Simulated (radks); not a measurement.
Results of a calculation; reference values are marked as such.
All-electron atom: He in 2s2 (not the ground configuration).

Level of theory: Dirac Kohn-Sham, PBE, spin-unpolarised, spherical densities, finite nucleus; Gaussian nuclear charge, rms radius 1.6755 fm (a radial shooting solver on a logarithmic mesh with Libxc functionals).

Energy parts (hartree):
| part | energy |
|---|---|
| total | -0.76953 |
| kinetic | 0.74851 |
| electron-nucleus | -1.73758 |
| Hartree | 0.53953 |
| exchange-correlation | -0.31999 |

Orbitals (lengths in bohr, moments of r in powers of bohr; r(max) is where P^2 peaks):
orbital  occ.  eigenvalue (hartree)  r(max)    <r>  <r^2>
2s1/2       2              -0.16065   2.794  3.355  13.28

The highest occupied level is 2s1/2 at -4.371 eV. The electron density at the nucleus is 0.4848 e/bohr^3.
